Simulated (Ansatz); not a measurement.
Job for Ansatz (a first-principles code): R-CCSD(T)/aug-cc-pVDZ on CH4BrF (a complex), monomers drawn apart or pushed together. The run froze 16 orbitals, filled d shells among them.

Ansatz 0.2 input:
```yaml
crystal:
  periodic: [false, false, false]
  atoms:
    - {symbol: F, position_ang: [-0.03944370, -0.14847424, 0.64158482]}
    - {symbol: H, position_ang: [-0.06251873, -0.64868843, 1.43193789]}
    - {symbol: C, position_ang: [-0.33939768, 0.78404486, 5.70483553]}
    - {symbol: Br, position_ang: [-0.26118486, -1.17964624, 5.63904723]}
    - {symbol: H, position_ang: [-1.27785074, 1.05007530, 6.17706474]}
    - {symbol: H, position_ang: [-0.28963308, 1.13722706, 4.68128168]}
    - {symbol: H, position_ang: [0.51128966, 1.11760117, 6.28753501]}
basis:
  gaussian:
    orbitals: aug-cc-pVDZ
magnetization: {spin_polarized: false}
correlation: {method: ccsd_t, electrons: outside_noble_gas}
scf: {lower_state_search: off}
```

It printed:

```
WARN ansatz: RAYON_NUM_THREADS=1 ignored (pool sized by the plan → 1); use --threads N
Functional definition: HF
these checks for a lower state are left out or cut short: stability, starts, cluster_reference, orbital_swaps, neighbouring_geometries, increment
integrals: 0.21 GiB planned
1174 factors; integrals over basis functions are off by at most 1.1e-3 eV
mean field: 0.32 GiB planned
mean field evaluation 1: about -73796.6704 eV, gradient 2.9e1 eV
mean field evaluation 2: about -73796.6704 eV, gradient 2.9e1 eV
mean field evaluation 4: about -73798.3247 eV, gradient 2.3e0 eV
mean field evaluation 8: about -73798.3441 eV, gradient 5.0e-2 eV
mean field -73798.34411590 eV, -2712.0391239452 hartree, gradient 1.4e-6 eV, S^2 0.000000; 0 other end points of the search recorded, 0 dependent functions left out
16 core orbitals not correlated
reference -73798.34411590 eV, -2712.0391239452 hartree; 11, 11 occupied and 91, 91 virtual orbitals, 1174 factors
second order -13.69082942 eV of doubles, -0.00000000 eV of singles
coupled cluster: 0.57 GiB planned
cycle   1  -14.19664679 eV  change   -5.1e-1 eV  update   8.0e-2
cycle   2  -14.50504753 eV  change   -3.1e-1 eV  update   2.2e-2
cycle   3  -14.57795957 eV  change   -7.3e-2 eV  update   1.1e-2
cycle   4  -14.57595335 eV  change    2.0e-3 eV  update   2.0e-3
cycle   5  -14.57549862 eV  change    4.5e-4 eV  update   6.7e-4
cycle   6  -14.57568438 eV  change   -1.9e-4 eV  update   2.1e-4
cycle   7  -14.57568488 eV  change   -5.0e-7 eV  update   6.4e-5
cycle   8  -14.57568042 eV  change    4.5e-6 eV  update   2.0e-5
perturbative correction -0.36364389 eV, -0.0133636664 hartree
Total energy: -73813.28344021 eV, -2712.5881339872 hartree
Checks for a lower state left out: stability, starts, cluster_reference, orbital_swaps, neighbouring_geometries, increment
```

The calculation finished and met its thresholds.

Cost: around 6 core-seconds (rough).
